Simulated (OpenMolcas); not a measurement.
**Tm IV: from CASSCF to CASPT2**

```json
{
  "Program": "OpenMolcas 26.06",
  "Basis": "ANO-RCC-VQZP [9s8p6d4f3g2h]",
  "Scalar Hamiltonian": "DKH2, point nucleus",
  "Active space": "12 electrons in 7 orbitals (4f)",
  "State averaging": "2S+1 = 3 even, 21 roots (18 in the spin-orbit step); 2S+1 = 1 even, 28 roots (27 in the spin-orbit step)",
  "Spin-orbit coupling": "RASSI with atomic mean-field integrals over the reference wave functions, term energies averaged over their components"
}
```

Methods on the same reference wave functions:
A. CASSCF
B. SS-CASPT2, IPEA 0.25 Eh, imaginary shift 0.1 Eh (closed shells correlated: 5s 5p)

Energies in cm⁻¹ above 4f¹² ³H₆, the measured ground level; measured values from the list in Tchang-Brillet, Wyart, Meftah and Ait Mammar, Atoms 6, 52 (2018).

| Level | A | B | Measured |
| --- | --- | --- | --- |
| 4f¹² ³H₆ | 0.0 | 0.0 | 0.0 |
| 4f¹² ³F₄ [53 %] | 6813 | 5610 |  |
| 4f¹² ³H₅ | 8329 | 8350 | 8217 |
| 4f¹² ³H₄ [59 %] | 13329 | 12740 | 12547 |
| 4f¹² ³F₃ | 16342 | 14470 | 14410 |
| 4f¹² ³F₂ | 17876 | 15640 | 15090 |
| 4f¹² ¹G₄ [58 %] | 21984 | 21590 | 21174 |

Deviations, from unrounded energies. A percentage is the sum of absolute deviations over the sum of measured energies, with the sign that they share, or ± where signs differ.

```json
{"Against measurement": "mean absolute deviation (cm-1)", "Levels": "5", "A": "1300", "B": "270"}
{"Against measurement": "fine structure of the ground term (%)", "Levels": "2", "A": "+4.3", "B": "+1.6"}
{"Against measurement": "other terms of the ground configuration (%)", "Levels": "3", "A": "+10.9", "B": "+2.0"}
```

B lies closest to measurement on these levels. The largest miss of B in the table is 4f¹² ³F₂, by +550 cm-1. The ranking rests on the paired levels alone, and a cruder setting can come out closer through cancelling errors.

From A to B the spin-free energies of the other terms of 4f¹² shown, above ³H, scale by factors of 0.76 to 0.96, as is usual when dynamic correlation screens the repulsion within a d or f shell.

The lowest spin-free term lies below A's lowest term by 1.109 hartree in B.

Term energies are means over components that CASPT2 splits; among the terms shown or strongly mixed into the levels shown the widest spread is 770 cm-1 (4f¹² ¹G, B). Some high roots are left out of the spin-orbit mixing, which shifts the levels that they would mix with. Without dynamic correlation excited terms often stand tens of per cent too high (terms of higher spin than the ground term too low), and those without a measured partner can miss by more than the paired ones (holds for A). Computed and measured levels are paired by configuration, term and J; levels that our copy of the source lacks, or whose pairing is in doubt (as where it misses far off the trend of its configuration), stay unpaired and out of the deviations. Only configurations of the active space appear. Levels that lie high or do not pair safely by name in every column are left out.

A share in square brackets marks a mixed level and gives the weight of the term that names it, the lowest over the columns.
